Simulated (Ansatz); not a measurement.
One change: `BO[SiH2][GeH2][F]` becomes `BO[SiH2]Br`.

Ansatz, PBE0-D4/def2-TZVP geometries, multiplicity 1. Each molecule was computed in one conformer, which needn't be the lowest.

Scalar relativity is left out up to krypton.

```csv
property,`BO[SiH2][GeH2][F]`
size of the dipole moment (B3LYP/def2-TZVPP) / D,2.48
LUMO energy (ωB97M-V/def2-TZVPP) / eV,0.90
HOMO energy (PBE0/def2-TZVPP) / eV,-8.37
HOMO–LUMO gap (ωB97M-V/def2-TZVPP) / eV,11.33
LUMO energy (B3LYP/def2-TZVPP) / eV,-1.13
HOMO–LUMO gap (PBE/def2-TZVPP) / eV,5.35
```

Q: Give the same properties after the change, and the shifts. (Estimate.)

A: Computed: 
```
                                        property  `BO[SiH2]Br`  shift
size of the dipole moment (B3LYP/def2-TZVPP) / D          1.15  -1.33
           LUMO energy (ωB97M-V/def2-TZVPP) / eV          0.94   0.04
              HOMO energy (PBE0/def2-TZVPP) / eV         -8.61  -0.24
         HOMO–LUMO gap (ωB97M-V/def2-TZVPP) / eV         11.78   0.45
             LUMO energy (B3LYP/def2-TZVPP) / eV         -1.21  -0.08
             HOMO–LUMO gap (PBE/def2-TZVPP) / eV          5.27  -0.08
```

Dipoles are sizes alone; their direction can turn.

B3LYP here is the variant with VWN-RPA as its local correlation; programs differ in this.

Spin–orbit coupling is left out; it splits and shifts lone-pair levels of the heavy atoms by tenths of an eV.
